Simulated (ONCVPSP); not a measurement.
Cl: one change to an ONCV potential, before and after

ONCVPSP 4.0.1 input, shortened (lines: element, Z, core and valence counts, functional; n l f; lmax; l rc ep ncon nbas qcut; lloc lpopt rc5 dvloc0; l nproj debl; icmod fcfact rcfact), PBE, scalar-relativistic:

```
  Cl 17.00    3    2        4      upf
    1    0    2.00
    2    0    2.00
    2    1    6.00
    3    0    1.50
    3    1    5.50
    2
    0    1.20    0.00    4    9    5.30
    1    1.25    0.00    4    8    7.10
    2    1.30    0.23    3    6    7.80
    4    5    0.90    0.00
    0    3    3.70
    1    1    2.80
    2    2    1.00
    1    0.50    0.00
```

Change: s: ncon 3, nbas 8.

Cutoffs: the cutoffs (Ha) at which the residual kinetic energy of the hardest occupied pseudo-wave falls to 1 and 0.1 mHa per electron; they do not see the model core or the augmentation charge, which bear on the density cutoff. Errors are all-electron minus pseudo energies relative to the spin-unpolarised reference configuration.

Q: What does the change do?

A: The potential gets neither clearly harder nor softer (17 Ha and 78 Ha → 16 Ha and 105 Ha); the bound ghost in s disappears; of the 4 tests that both files solve, the error grows in 0 and shrinks in 1 by more than 15 % and 0.3 meV (median size 4.7 → 4.6 meV).

| quantity | base | changed |
| --- | --- | --- |
| cutoff, loose | 17 Ha | 16 Ha |
| cutoff, tight | 78 Ha | 105 Ha |
| loose cutoff by channel | s 17 Ha, p 13 Ha | s 16 Ha, p 13 Ha |
| bound ghosts | s | none |
| GHOST(+) flags under 300 eV | d at 123.8 eV, s at 240.9 eV | d at 123.8 eV, s at 241.6 eV |
| error for 3s2 3p5, meV [ΔE -6.06 eV] | +0.4 | -0.6 |
| error for 3s2 3p4, meV [ΔE 7.81 eV] | +3.0 | +2.1 |
| error for 3s2 3p3, meV [ΔE 33.26 eV] | +26 | +25 |
| error for 3s1 3p5, meV [ΔE 20.52 eV] | +6.4 | +7.1 |
| s: phases at 1.22 bohr within 0.05 rad from the reference energy up to (Ha; the scan ends near 5) | to the end of the scan | to the end of the scan |
| p: phases at 1.27 bohr within 0.05 rad from the reference energy up to (Ha; the scan ends near 5) | 2.3 | 2.3 |
| d: phases at 1.32 bohr within 0.05 rad from the reference energy up to (Ha; the scan ends near 5) | 3.8 | 3.8 |
| rms error of d²Exc/dni dnj with the model core, mHa | 0.42 | 0.36 |

 A true bound ghost makes a file unfit for plane-wave use even where its test errors are small: the radial tests pick states by their node count and pass the ghost by.
